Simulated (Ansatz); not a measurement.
`F[SiH2]OBS` + `FC[SiH2]F` → `BO[SiH2]F` + `F[SiH2]C(F)S`  (redistribution)

Calculated with Ansatz (gas phase, PBE0-D4/def2-TZVP geometries, no zero-point term in ΔE). CCSD(T)/CBS adds triple-zeta CCSD(T) − MP2 to the extrapolated MP2 energy (def2 sets, frozen cores). Functionals use def2-TZVPP. B3LYP here is the variant with VWN-RPA as its local correlation; programs differ in this. One conformer a species, not always the lowest.

Problem. Is it downhill or uphill in electronic energy at CCSD(T)/CBS, and by how much? (Estimate.)

Solution. Ansatz gave: Uphill: ΔE = +1.20 eV.

Problem. What do these levels give: r2SCAN-D4, B3LYP-D4, ωB97M-V, B2PLYP, PBE, B3LYP, HF/def2-TZVPP, CCSD/def2-TZVPP, HF/def2-QZVPP, MP2/def2-QZVPP, MP2/CBS(def2), CCSD/CBS(def2)? (Best estimate.)

Solution. The calculation gave: r2SCAN-D4 1.25, B3LYP-D4 1.24, ωB97M-V 1.20, B2PLYP 1.23, PBE 1.23, B3LYP 1.24, HF/def2-TZVPP 1.27, CCSD/def2-TZVPP 1.23, HF/def2-QZVPP 1.26, MP2/def2-QZVPP 1.21, MP2/CBS(def2) 1.21, CCSD/CBS(def2) 1.22 eV.

Largest T1 diagnostic among the species: 0.013.

In def2-TZVPP, CCSD(T) changes the Hartree–Fock value by −0.05 eV (the triples alone add −0.01 eV) and MP2 by −0.04 eV. From PBE to PBE0 (25 % exact exchange), in def2-TZVPP and without D4, ΔE moves by +0.03 eV.
